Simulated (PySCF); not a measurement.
C3H5, charge -1, singlet, geometry from GFN2-xTB (in this run its highest filled SCF level lies above zero, so its values depend strongly on the basis, on diffuse functions most of all); PySCF with PBE0/6-311G**.

Here is a job for PySCF.
```python
from pyscf import gto, scf, dft

mol = gto.Mole()
mol.atom = '''
    C    -0.010751    0.960170    0.093412
    C     0.755777   -0.344508    0.026624
    C    -0.748251   -0.360884    0.021847
    H    -0.012597    1.431798   -0.941996
    H     1.255392   -0.743614   -0.876342
    H     1.261661   -0.709388    0.929634
    H    -1.251796   -0.736753    0.921650
    H    -1.233312   -0.770710   -0.884248
'''
mol.basis = '6-311g**'
mol.charge = -1
mol.spin = 0
mol.verbose = 4
mol.build()

mf = dft.RKS(mol)
mf.xc = 'pbe0'
mf.kernel()
```

### Question
Write the output that PySCF gives for this input, abridged.

### Answer

```
PySCF version 2.14.0

[INPUT] verbose = 4
[INPUT] num. atoms = 8
[INPUT] num. electrons = 24
[INPUT] charge = -1
[INPUT] spin (= nelec alpha-beta = 2S) = 0
[INPUT] symmetry False subgroup None
[INPUT] Mole.unit = angstrom
[INPUT] Symbol           X                Y                Z      unit          X                Y                Z       unit  Magmom
[INPUT]  1 C     -0.010751000000   0.960170000000   0.093412000000 AA   -0.020316445565   1.814458333024   0.176523096748 Bohr   0.0
[INPUT]  2 C      0.755777000000  -0.344508000000   0.026624000000 AA    1.428211541245  -0.651025767722   0.050312068340 Bohr   0.0
[INPUT]  3 C     -0.748251000000  -0.360884000000   0.021847000000 AA   -1.413989462432  -0.681971922738   0.041284846643 Bohr   0.0
[INPUT]  4 H     -0.012597000000   1.431798000000  -0.941996000000 AA   -0.023804879991   2.705706085700  -1.780114450436 Bohr   0.0
[INPUT]  5 H      1.255392000000  -0.743614000000  -0.876342000000 AA    2.372347058970  -1.405226802392  -1.656046371454 Bohr   0.0
[INPUT]  6 H      1.261661000000  -0.709388000000   0.929634000000 AA    2.384193752045  -1.340549036053   1.756753656084 Bohr   0.0
[INPUT]  7 H     -1.251796000000  -0.736753000000   0.921650000000 AA   -2.365551603826  -1.392261391452   1.741666082705 Bohr   0.0
[INPUT]  8 H     -1.233312000000  -0.770710000000  -0.884248000000 AA   -2.330621906140  -1.456430821464  -1.670986546194 Bohr   0.0

nuclear repulsion = 68.4062350097256
number of shells = 44
number of NR pGTOs = 133
number of NR cGTOs = 84
basis = 6-311g**
ecp = {}

******** <class 'pyscf.dft.rks.RKS'> ********
method = RKS
initial guess = minao
damping factor = 0
level_shift factor = 0
DIIS = <class 'pyscf.scf.diis.CDIIS'>
diis_start_cycle = 1
diis_space = 8
diis_damp = 0
SCF conv_tol = 1e-09
SCF conv_tol_grad = None
SCF max_cycles = 50
direct_scf = True
direct_scf_tol = 1e-13
XC library pyscf.dft.libxc version 7.1.2
    S. Lehtola, C. Steigemann, M. J. T. Oliveira, and M. A. L. Marques,  SoftwareX 7, 1–5 (2018)
XC functionals = pbe0
    C. Adamo and V. Barone,  J. Chem. Phys. 110, 6158 (1999)
    M. Ernzerhof and G. E. Scuseria,  J. Chem. Phys. 110, 5029 (1999)
radial grids:
    Treutler-Ahlrichs [JCP 102, 346 (1995); DOI:10.1063/1.469408] (M4) radial grids

becke partition: Becke, JCP 88, 2547 (1988); DOI:10.1063/1.454033
pruning grids: <function nwchem_prune>
grids dens level: 3
symmetrized grids: False
atomic radii adjust function: <function treutler_atomic_radii_adjust>
small_rho_cutoff = 0
Set gradient conv threshold to 3.16228e-05
Initial guess from minao.
tot grids = 91400
init E= -117.288415135263
  HOMO = -0.229277535097893  LUMO = 0.0219156969819543  gap/eV = 6.83532
cycle= 1 E= -116.984109082117  delta_E= 0.304  |g|= 0.569  |ddm|= 2.08
  HOMO = 0.211665910009618  LUMO = 0.270862668236036  gap/eV = 1.61083
cycle= 2 E= -116.88676427969  delta_E= 0.0973  |g|= 0.828  |ddm|= 2.31
  HOMO = 0.0732008656203966  LUMO = 0.250047515770296  gap/eV = 4.81224
cycle= 3 E= -117.088286549973  delta_E= -0.202  |g|= 0.0475  |ddm|= 1.59
  HOMO = 0.0729499632589459  LUMO = 0.244900200764018  gap/eV = 4.67900
cycle= 4 E= -117.088503867216  delta_E= -0.000217  |g|= 0.038  |ddm|= 0.0679
  HOMO = 0.0700163624491772  LUMO = 0.246372314598824  gap/eV = 4.79889
cycle= 5 E= -117.088860866186  delta_E= -0.000357  |g|= 0.00594  |ddm|= 0.0398
  HOMO = 0.0703598795741023  LUMO = 0.246410041120651  gap/eV = 4.79057
cycle= 6 E= -117.088869890415  delta_E= -9.02e-06  |g|= 0.000628  |ddm|= 0.00818
  HOMO = 0.0703455756457529  LUMO = 0.246404681998134  gap/eV = 4.79081
cycle= 7 E= -117.088870089025  delta_E= -1.99e-07  |g|= 0.000234  |ddm|= 0.00296
  HOMO = 0.0703575130578002  LUMO = 0.246413361455986  gap/eV = 4.79072
cycle= 8 E= -117.088870112703  delta_E= -2.37e-08  |g|= 3.57e-05  |ddm|= 0.000811
  HOMO = 0.0703660871949516  LUMO = 0.246413088510984  gap/eV = 4.79048
cycle= 9 E= -117.088870113988  delta_E= -1.29e-09  |g|= 5.62e-06  |ddm|= 0.000305
  HOMO = 0.0703654732506145  LUMO = 0.246413809652804  gap/eV = 4.79052
cycle= 10 E= -117.088870114006  delta_E= -1.74e-11  |g|= 1.26e-06  |ddm|= 2.75e-05
  HOMO = 0.0703655371989846  LUMO = 0.24641369162114  gap/eV = 4.79051
Extra cycle  E= -117.088870114008  delta_E= -2.36e-12  |g|= 6.16e-07  |ddm|= 7.46e-06
converged SCF energy = -117.088870114008
```
